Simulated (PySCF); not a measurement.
The same groups moved round the core (norbornane silyl). Isolated molecules, 0 K electronic values unless said otherwise. One relaxed conformer stands for each flexible species; it need not be the lowest. Strings in code marks are SMILES.

The HOMO–LUMO gap from two functionals at the same geometries (PBE0-D3(BJ)/def2-SVP), both in PySCF: PBE-D3(BJ)/def2-TZVP and B3LYP-D3(BJ)/def2-TZVP. B3LYP has the VWN-RPA correlation part, as in Gaussian. 

```json
[
 {"species": "`[SiH3][C@]12CC[C@H](CC1)C2`", "PBE-D3(BJ)/def2-TZVP (eV)": "6.72"},
 {"species": "`[C@H]1([SiH3])[C@@H]2CC[C@H]1CC2`", "PBE-D3(BJ)/def2-TZVP (eV)": "6.76"},
 {"species": "`[SiH3][C@@H]1C[C@@H]2CC[C@H]1C2`", "PBE-D3(BJ)/def2-TZVP (eV)": "6.59"}
]
```

Q: What does B3LYP-D3(BJ)/def2-TZVP give for each?

A: 
- `[SiH3][C@]12CC[C@H](CC1)C2`: 8.27
- `[C@H]1([SiH3])[C@@H]2CC[C@H]1CC2`: 8.45
- `[SiH3][C@@H]1C[C@@H]2CC[C@H]1C2`: 8.18
Over these rows, drawn at random from the members with no instability flagged (it was tested for open shells, ions and some series alone), PBE minus B3LYP-D3(BJ): mean -1.61 eV, from -1.69 eV to -1.55 eV.
